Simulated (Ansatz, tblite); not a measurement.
Spin states of the cluster Be2S2 (the lowest singlet isomer of a short search), each relaxed with PBE-D4/def2-TZVP in Ansatz. Electronic energies in the gas phase.

The xTB rows come from tblite. LC-ωPBE has ω = 0.4 bohr⁻¹. B3LYP takes the VWN-RPA correlation. Correlated methods freeze 10 core orbitals. The structure comes from a short search, and lower isomers may exist.

Singlet geometry (D2h within 0.1 Å):

Cartesian coordinates in Å:
```
Be -0.9087 -0.2843 -0.1993
Be 0.9087 0.2843 0.1993
S 0.5856 -1.0706 -1.1429
S -0.5856 1.0706 1.1429
```

Triplet geometry (D2h within 0.1 Å):

Cartesian coordinates in Å:
```
Be 0.559 -0.286 -0.887
Be -0.559 0.286 0.887
S -0.669 1.246 -0.824
S 0.669 -1.246 0.824
```

Quintet geometry (D2h within 0.1 Å):

```
atom   x (Å)   y (Å)   z (Å)
 Be1  -0.561   0.834   1.250
 Be2   0.561  -0.834  -1.250
  S3  -0.563  -1.085   0.472
  S4   0.563   1.085  -0.472
```

⟨S²⟩: triplet 2.02 at PBE0-D4/def2-TZVP (pure 2.00), quintet 6.01 at PBE0-D4/def2-TZVP (pure 6.00).

Run but left out: HF/6-31G, HF/def2-TZVP, MP2/def2-TZVP (triplet: a determinant that CCSD turns far, T1 0.058); HF/def2-TZVPP, MP2/def2-TZVPP, CCSD/def2-TZVPP, CCSD(T)/def2-TZVPP (flagged by the program: other roots); HF/6-31G, HF/def2-TZVP, HF/def2-TZVPP, MP2/def2-TZVP, MP2/def2-TZVPP (quintet: a determinant that CCSD turns far, T1 0.057).

Only these spin states were relaxed. The quintet has other bonds than the singlet, so the gap mixes isomer and spin.

```json
{"level": "GFN1-xTB", "triplet − singlet (kcal/mol)": "35.1", "quintet − singlet (kcal/mol)": "100.1", "lowest of these": "singlet"}
{"level": "GFN2-xTB", "triplet − singlet (kcal/mol)": "55.8", "quintet − singlet (kcal/mol)": "111.3", "lowest of these": "singlet"}
{"level": "PBE-D4/def2-TZVP", "triplet − singlet (kcal/mol)": "48.4", "quintet − singlet (kcal/mol)": "121.9", "lowest of these": "singlet"}
{"level": "revPBE-D4/def2-TZVP", "triplet − singlet (kcal/mol)": "47.8", "quintet − singlet (kcal/mol)": "119.5", "lowest of these": "singlet"}
{"level": "r2SCAN-D4/def2-TZVP", "triplet − singlet (kcal/mol)": "50.5", "quintet − singlet (kcal/mol)": "121.8", "lowest of these": "singlet"}
{"level": "B3LYP-D4/6-31G", "triplet − singlet (kcal/mol)": "52.4", "quintet − singlet (kcal/mol)": "125.0", "lowest of these": "singlet"}
{"level": "PBE0-D4/def2-TZVP", "triplet − singlet (kcal/mol)": "54.5", "quintet − singlet (kcal/mol)": "126.4", "lowest of these": "singlet"}
{"level": "BHLYP-D4/def2-TZVP", "triplet − singlet (kcal/mol)": "59.6", "quintet − singlet (kcal/mol)": "131.3", "lowest of these": "singlet"}
{"level": "LC-ωPBE/def2-TZVP", "triplet − singlet (kcal/mol)": "66.3", "quintet − singlet (kcal/mol)": "133.7", "lowest of these": "singlet"}
{"level": "B2PLYP/def2-TZVP", "triplet − singlet (kcal/mol)": "57.3", "quintet − singlet (kcal/mol)": "129.1", "lowest of these": "singlet"}
{"level": "RPA@PBE/def2-TZVP", "triplet − singlet (kcal/mol)": "47.4", "quintet − singlet (kcal/mol)": "115.1", "lowest of these": "singlet"}
```

Change of the quintet − singlet gap on mixing in exact exchange, in kcal/mol: PBE to PBE0 (25 % exact exchange) 4.6.

The xTB methods have no spin-polarisation term.
